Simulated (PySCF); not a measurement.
CH4ClFOSi2, SMILES O=C([SiH3])[Si@@H](F)Cl. Heavy atoms are numbered as in [O:1]=[C:2]([SiH3:3])[Si@@H:4]([F:5])[Cl:6]. Hydrogens are named by the atom that carries them.

Geometry: TPSSh-D3(BJ)/def2-SVP. The structure was generated by enumeration; whether it is a known compound was not checked. One conformer was computed; it need not be the lowest.

All values below come from M06-2X/def2-TZVP (PySCF).

ESP charges are fitted to the potential on shells at 1.4 to 2.0 van der Waals radii. Atomic charges (e), one atom of each kind:

```csv
atom,meta-Löwdin,ESP fit
O1,-0.36,-0.38
C2,-0.05,0.29
Si3 (SiH3),0.44,0.16
Si4 (SiH),1.08,0.37
F5,-0.51,-0.22
Cl6,-0.29,-0.14
H on Si3,-0.07,-0.01
H on Si4,-0.09,0.00
```

Computed Mayer and Wiberg (Löwdin basis) orders of the bonds:
| bond | Mayer | Wiberg |
|---|---|---|
| O1–C2 | 1.91 | 2.71 |
| C2–Si3 | 0.87 | 1.07 |
| C2–Si4 | 0.92 | 1.04 |
| Si4–F5 | 1.07 | 1.69 |
| Si4–Cl6 | 1.18 | 1.81 |
